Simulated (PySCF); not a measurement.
Two species compared at the same levels of theory.

First species: C9H11OP.
InChI=1S/C9H11OP/c1-8-5-3-4-6-9(8)11-7-10-2/h3-7H,1-2H3

Second species: C9H14.
Geometry (GFN2-xTB, Å), atoms numbered from 1 in this order:
```
atom  x, y, z in Å
C1     2.4853    0.4514   -0.9018
C2     1.9171    0.1253    0.4805
C3     0.4141    0.2063    0.4674
C4    -0.4036   -0.8107    0.1626
C5     0.0204   -2.2092   -0.1590
C6    -1.8989   -0.5966    0.2081
C7    -2.2826    0.8079   -0.2463
C8    -1.4137    1.8206    0.4356
C9    -0.1597    1.5161    0.7563
H10    2.1793    1.4493   -1.2089
H11    2.1168   -0.2597   -1.6377
H12    3.5725    0.4094   -0.8903
H13    2.3063    0.8441    1.2052
H14    2.2542   -0.8659    0.7879
H15   -0.4777   -2.9092    0.5131
H16    1.0930   -2.3504   -0.0771
H17   -0.2793   -2.4632   -1.1765
H18   -2.2355   -0.7475    1.2416
H19   -2.4024   -1.3404   -0.4119
H20   -3.3367    0.9967   -0.0376
H21   -2.1403    0.9002   -1.3305
H22   -1.8213    2.8053    0.6102
H23    0.4880    2.2472    1.2190
```

Levels: PBE0/pcSseg-1 for dipole moment, HOMO energy, LUMO energy and HOMO–LUMO gap; GFN2-xTB for rotational constant A and rotational constant C. Geometries: GFN2-xTB. Each species is one conformer at its optimised geometry, gas phase, non-relativistic unless stated; the electronic structure was computed with PySCF and density fitting.

The conformers computed, where there is a choice (atom-mapped SMILES and torsion angles):
- `[CH3:1][O:2]/[CH:3]=[P:4]\[c:5]1[cH:6][cH:7][cH:8][cH:9][c:10]1[CH3:11]`: C1–O2–C3–P4 177°, C3–P4–C5–C6 67°
- `[CH3:1][CH2:2][C:3]1=[C:4]([CH3:5])[CH2:6][CH2:7][CH:8]=[CH:9]1`: C1–C2–C3–C4 89°

(1) Which of the two has the higher dipole moment, and by how much?

(2) Which has the higher HOMO–LUMO gap?

(3) Which of the two has the higher HOMO energy, and by how much?

(4) Which has the higher rotational constant A?

(5) Which of the two has the higher rotational constant C, and by how much?

(6) Which has the higher LUMO energy?

Results:

(1) The first: 2.87 D against 0.52 D, a difference of 2.35 D.

(2) The second: 5.37 eV against 5.18 eV, a difference of 0.19 eV.

(3) The second: -5.81 eV against -6.24 eV, a difference of 0.43 eV.

(4) The second: 2.280 GHz against 1.403 GHz, a difference of 0.877 GHz.

(5) The second: 0.995 GHz against 0.587 GHz, a difference of 0.408 GHz.

(6) The second: -0.44 eV against -1.06 eV, a difference of 0.62 eV.

On the first: The dipole matches unit charges of opposite sign 0.60 Å apart (1 e·Å = 4.8032 D). A dipole of 2.87 D is allowed in C1, and pure rotational transitions are dipole-allowed.

On the second: The dipole equals about 1.7 × 10⁻³⁰ C·m (1 D = 3.33564 × 10⁻³⁰ C·m).
